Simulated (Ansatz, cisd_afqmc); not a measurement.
System: Te, charge 0, triplet.

Total energies in def2-TZVPP, 6 correlated electrons, 9 frozen orbitals. Radicals and triplets start from unrestricted determinants; spin-orbit coupling is neglected. Correlated methods leave the cores frozen (noble-gas shells, and filled d and f shells in the p block). Past Kr the def2 sets carry scalar-relativistic core potentials. The Monte Carlo rows (phaseless AFQMC, CISD trial, step 0.005/hartree) carry one-sigma bars that omit the constraint's bias. Outlying blocks are dropped, and bars are widened where a walk drifts. Over all cases where full CI ran beside it in this data, AFQMC minus full CI had a median of +0.1 mEh and passed +0.4 mEh in a tenth of the cases. Spin-orbit terms, left out, reach several kcal/mol for Br and I, and more for heavier atoms.

| method | program | energy (Eh) | minus CCSDTQ (mEh) |
|---|---|---|---|
| HF | Ansatz | -267.00555 | 105.76 |
| MP2 | Ansatz | -267.09021 | 21.11 |
| CCSD | Ansatz | -267.10751 | 3.81 |
| CCSD(T) | Ansatz | -267.11065 | 0.66 |
| CCSDT(Q) | Ansatz | -267.11130 | 0.01 |
| CCSDTQ | Ansatz | -267.11131 | 0.00 |
| AFQMC/CISD | cisd_afqmc | -267.1111 ± 0.0001 | 0.2 ± 0.1 |

Ansatz is a program for electronic structure.
